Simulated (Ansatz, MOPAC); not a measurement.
System: BNHCl$_{2}$ (charge 0, doublet). SMILES: ClB([NH])Cl

Atoms: N1, B2, Cl3, Cl4, H5. Bonds: N1-B2, N1-H5, B2-Cl3, B2-Cl4.

Bond lengths (Å) and angles (degrees) optimised at PM7 with MOPAC; HF/6-31G* with Ansatz (a program for electronic structure); B3LYP/LANL2DZ with Ansatz; B3LYP/6-31G* with Ansatz, each started from the B3LYP-D3(BJ)/def2-TZVP structure (Ansatz) of the last column. A row stands for all coordinates that are equal there. 6-31G* holds six Cartesian d functions. No wavenumbers were computed at B3LYP/LANL2DZ, so these may be saddle points.

```
coordinate    PM7  HF/6-31G*  B3LYP/LANL2DZ  B3LYP/6-31G*  B3LYP-D3(BJ)/def2-TZVP
----------  -----  ---------  -------------  ------------  ----------------------
N1-B2       1.301      1.415          1.353         1.401                   1.396
N1-H5       0.963      1.004          1.007         1.018                   1.014
B2-Cl3      1.758      1.760          1.822         1.771                   1.763
N1-B2-Cl3   121.9      119.8          120.1         119.6                   119.6
Cl3-B2-Cl4  116.3      120.3          119.8         120.6                   120.7
B2-N1-H5    180.0      122.4          179.9         125.2                   126.1
```

Mean signed difference of all 4 bond lengths from B3LYP-D3(BJ)/def2-TZVP: PM7 -0.039 Å, HF/6-31G* 0.001 Å, B3LYP/LANL2DZ 0.017 Å, B3LYP/6-31G* 0.006 Å.
